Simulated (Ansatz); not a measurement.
A structure relaxed at PBE0-D4/def2-TZVP, charge 0, multiplicity 1:

```xyz
7

F    -0.400   -1.991    1.840
B    -0.296   -0.828    1.235
O     0.058   -0.730   -0.067
Si    0.205    0.780   -0.896
Zn   -0.450    1.289    1.378
H    -0.714    0.679   -2.064
H     1.597    0.802   -1.426
```

Problem. Give its formula and SMILES.

Solution. BFH2OSiZn, `F[B]1O[SiH2][Zn]1`.

Problem. Point group (tolerance 0.08 Å, 0.16 Å for H)?

Solution. Cs.

Problem. Summarise the bond lengths by kind.

Solution. 1 × B–F 1.315 Å; 1 × B–O 1.353 Å; 1 × B–Zn 2.128 Å; 1 × O–Si 1.729 Å; 1 × Si–Zn 2.420 Å; 2 × H–Si 1.490 Å.

Computed with Ansatz.
